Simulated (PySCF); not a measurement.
Species: C₉H₇ (doublet state).
Structure used (GFN2-xTB), in Å, numbered top down from 1:
```
atom  x, y, z in Å
C1    -1.8503    2.7022   -0.4332
C2    -1.5481    1.5550   -0.2354
C3    -1.1839    0.2246   -0.0003
C4    -1.9839   -0.8729    0.0333
C5    -1.1797   -2.0320    0.3127
C6     0.1098   -1.6693    0.4535
C7     0.2032   -0.2117    0.2643
C8     1.2677    0.5495    0.3110
C9     2.6985    0.5567    0.5154
H10   -2.1236    3.7002   -0.6039
H11   -3.0474   -0.8858   -0.1235
H12   -1.5715   -3.0314    0.3924
H13    0.9617   -2.2873    0.6650
H14    2.9469    1.2078    1.3550
H15    3.1970    0.9489   -0.3727
H16    3.0960   -0.4454    0.7223
```

The species is `C#CC1=CC=C/C1=[C]\C` [radical].

Computed with UKS B3LYP, pcH-1 on C H, non-relativistic, mean-field spin-orbit, GIAO in PySCF 2.14.0. Isolated species at its GFN2-xTB geometry, gas phase. A GFN2-xTB geometry isn't a minimum of the functional, and hyperfine couplings can be far from their values at a DFT geometry. Stability of the SCF solution: not tested.

Q: Predict the first-order ENDOR lines of H14/H15/H16, H12, H13 and H11 under fast tumbling at B = 1207.0 mT (Q band).

A: For S = 1/2 in fast tumbling each set of equivalent nuclei gives two lines, ν± = |νn ± a/2| to first order, with νn = g_N μN B/h and μN/h = 7.62259 MHz/T.

```json
{"nuclei": "H14/H15/H16", "isotope": "1H", "g_N": "5.5857", "νn (MHz)": "51.39", "a_iso (MHz)": "72.54", "lower line (MHz)": "15.12", "upper line (MHz)": "87.66"}
{"nuclei": "H12", "isotope": "1H", "g_N": "5.5857", "νn (MHz)": "51.39", "a_iso (MHz)": "11.61", "lower line (MHz)": "45.58", "upper line (MHz)": "57.20"}
{"nuclei": "H13", "isotope": "1H", "g_N": "5.5857", "νn (MHz)": "51.39", "a_iso (MHz)": "-4.97", "lower line (MHz)": "48.91", "upper line (MHz)": "53.88"}
{"nuclei": "H11", "isotope": "1H", "g_N": "5.5857", "νn (MHz)": "51.39", "a_iso (MHz)": "4.09", "lower line (MHz)": "49.35", "upper line (MHz)": "53.44"}
```

Q: Which pairs are centred on the nuclear Larmor frequency, and which on half the coupling?

A: Centred on νn, since |a| < 2νn: H14/H15/H16, H12, H13 and H11. No pair has |a| > 2νn.

Means are taken over nuclei equivalent by connectivity, which assumes that they swap fast. The three 1H nuclei of mean +72.5 MHz run from 31.9 to 152.4 MHz in the frozen geometry.

Largest spin populations (Mulliken): C8 (+1.03), C7 (-0.16), C6 (+0.08) and H16 (+0.08). No atom but C8 exceeds +0.15. The positive populations add up to 1.27 and the negative ones to -0.27, together 2S = 1.
